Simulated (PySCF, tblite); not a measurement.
Isomers of C6H8OSSi, one GFN2-xTB conformer each. Single-point energies are computed at PBE0/pcSseg-1 (PySCF, gas phase, no added dispersion term), electronic only.

Question: Rank them by PBE0/pcSseg-1 energy, lowest first (kcal/mol).
A. `[cH:1]1[cH:2][s:3][c:4]([C@@H:5]2[O:6][CH2:7][SiH2:8]2)[cH:9]1` with S3–C4–C5–O6 -166°
B. `[CH:1]#[C:2][C:3](=[C:4]=[S:5])[SiH2:6][CH2:7][O:8][CH3:9]` with C2–C3–Si6–C7 178°, C3–Si6–C7–O8 63°, Si6–C7–O8–C9 -175°
C. `[CH:1]#[C:2][C:3](=[C:4]=[S:5])[SiH2:6][O:7][CH2:8][CH3:9]` with C2–C3–Si6–O7 -172°, C3–Si6–O7–C8 177°, Si6–O7–C8–C9 -173°

Answer: A (0.0), C (14.9), B (47.0).

As drawn, the lowest has an aromatic ring and a four-membered ring, which the highest lacks; the highest has a C≡C bond, cumulated double bonds and a C=S bond, which the lowest lacks. GFN2-xTB itself gives, in the same order: 0.0, 3.9, 48.2. Both levels put the same isomer lowest; measured from each level's own lowest isomer, the values differ by up to 11.0 kcal/mol (C#CC(=C=S)[SiH2]OCC: 3.9 against 14.9).

Question: Which frontier levels, dipoles and rotational constants go with these structures?

Answer: 
```json
{"SMILES": "c1csc([C@@H]2OC[SiH2]2)c1", "HOMO (eV, PBE0/pcSseg-1)": "-6.33", "LUMO (eV)": "-0.64", "dipole (D)": "2.12", "A, B, C (MHz)": "2630, 786.7, 691.9"}
{"SMILES": "C#CC(=C=S)[SiH2]OCC", "HOMO (eV, PBE0/pcSseg-1)": "-6.35", "LUMO (eV)": "-2.25", "dipole (D)": "2.32", "A, B, C (MHz)": "1448, 771.9, 512.5"}
{"SMILES": "C#CC(=C=S)[SiH2]COC", "HOMO (eV, PBE0/pcSseg-1)": "-6.36", "LUMO (eV)": "-2.27", "dipole (D)": "2.17", "A, B, C (MHz)": "1497, 845.6, 571.2"}
```

Question: What happens when harmonic zero-point energies from GFN2-xTB frequencies are added?

Answer: 
| SMILES | ZPE (kcal/mol) | electronic (kcal/mol) | with ZPE (kcal/mol) |
| --- | --- | --- | --- |
| c1csc([C@@H]2OC[SiH2]2)c1 | 74.4 | 0.0 | 0.0 |
| C#CC(=C=S)[SiH2]OCC | 72.6 | 14.9 | 13.1 |
| C#CC(=C=S)[SiH2]COC | 71.6 | 47.0 | 44.2 |

The zero-point energies span 2.8 kcal/mol. The order is unchanged.
